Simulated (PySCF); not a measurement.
# Dipole moment and polarisability of ZnMe2

ZnMe2, C2H6Zn (singlet state).
Structure used (PBE0-D3(BJ)/def2-SVP), in Å, numbered top down from 1:
```
atom  x, y, z in Å
Zn1    0.003    0.007    0.000
C2    -0.004   -0.013    1.946
H3    -0.441    0.911    2.358
H4     1.016   -0.107    2.352
H5    -0.593   -0.860    2.335
C6     0.005    0.015   -1.946
H7    -1.021    0.017   -2.348
H8     0.517   -0.874   -2.350
H9     0.519    0.904   -2.347
```

Level: B3LYP/def2-SVPD (PySCF), static field, nuclei fixed, core orbitals frozen in the response. The polarisability tensor in these axes (au):

```
x   43.50  0.00 -0.07
y    0.00 43.50 -0.21
z   -0.07 -0.21 72.03
```

**Question.** Give the principal values, the mean and the anisotropy Δα = √{½[(α1 − α2)² + (α2 − α3)² + (α1 − α3)²]}.

**Answer.** Principal values 43.50, 43.50 and 72.03 au; mean 53.01 au = 7.86 Å³ = 8.74 × 10⁻⁴⁰ C²·m²/J; Δα = 28.53 au (54 % of the mean).

**Question.** What is the dipole moment?

**Answer.** 0.01 D at this geometry.

**Question.** Sum over states: ᾱ = Σ f/ω², ω in Eh. What share falls to these 15 lowest TDDFT singlets (eV, f)? 5.74, 0.0000; 5.74, 0.0000; 6.27, 0.3278; 7.12, 0.0000; 7.71, 0.0003; 7.85, 0.1300; 7.85, 0.1299; 8.61, 0.0000; 8.61, 0.0000; 8.77, 0.0516; 8.92, 0.0439; 8.97, 0.0000; 9.00, 0.0001; 9.00, 0.0001; 9.07, 0.0003.

**Answer.** They add up to 10.21 au, 19.3 % of the 53.01 au; the largest single term is 6.18 au, from the state at 6.27 eV. Terms in order: 0.00, 0.00, 6.18, 0.00, 0.00, 1.56, 1.56, 0.00, 0.00, 0.50, 0.41, 0.00, 0.00, 0.00, 0.00 au. Higher excitations give the rest. The strengths listed sum to 0.684.

**Question.** Molar refractivity from α?

**Answer.** Lorentz–Lorenz: R = (4π/3)N_A α = 2.5225 cm³/(mol·Å³) × 7.86 Å³ = 19.8 cm³/mol, in the limit of long wavelengths.

**Question.** What depolarisation ratio follows for Rayleigh scattering of linearly polarised light, taking the static tensor?

**Answer.** ρ = 3Δα²/(45ᾱ² + 4Δα²) = 2441.6/(126454 + 3255.5) = 0.0188.

Geometry: PBE0-D3(BJ)/def2-SVP; no solvent, vibrations or thermal averaging.

These values come from a run that also computed excited states. Cost: about 7 s of CPU time on one thread; the machine was shared, so the figure is rough.
